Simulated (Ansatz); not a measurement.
Born–Oppenheimer molecular dynamics of AlCl2H2N (6 atoms, charge 0, multiplicity 1). It starts from a relaxed structure.

These are results of RKS PBE0-D4/STO-3G (Ansatz), not measurements.

```json
{
 "ensemble": "NVT, Langevin thermostat",
 "time step": "1 fs",
 "steps asked": "250",
 "set temperature": "700 K",
 "friction": "0.001 /fs",
 "seed": "354468"
}
```

First frame:

```xyz
6
Properties=species:S:1:pos:R:3
Al 0.000 0.000 0.058
N 0.000 0.000 1.761
H -0.844 -0.048 2.352
H 0.844 0.048 2.352
Cl 1.793 0.100 -0.966
Cl -1.793 -0.100 -0.966
```

Problem. How far do the bonds stretch over the last three quarters of this one trajectory? (Pairs bonded in most of those frames.)

Solution. 
```json
{"bond": "Al1–N2", "mean (Å)": "1.729", "spread (Å)": "0.031", "shortest": "1.66", "longest": "1.81"}
{"bond": "Al1–Cl5", "mean (Å)": "2.071", "spread (Å)": "0.029", "shortest": "2.01", "longest": "2.13"}
{"bond": "Al1–Cl6", "mean (Å)": "2.071", "spread (Å)": "0.030", "shortest": "2.01", "longest": "2.13"}
{"bond": "N2–H3", "mean (Å)": "1.044", "spread (Å)": "0.044", "shortest": "0.96", "longest": "1.13"}
{"bond": "N2–H4", "mean (Å)": "1.044", "spread (Å)": "0.043", "shortest": "0.96", "longest": "1.13"}
```

Mean temperature of the second half: 454 K. The mean temperature of the second half is 35 % below the set value. A run of 0.25 ps of so small a system gives no equilibrium averages. Limits of this set-up: minimal basis.

Time of the run: 8.5 min on 1 thread of AMD EPYC 7R43 64-Core Processor (Zen 3), on a shared host, peak memory 0.11 GiB.
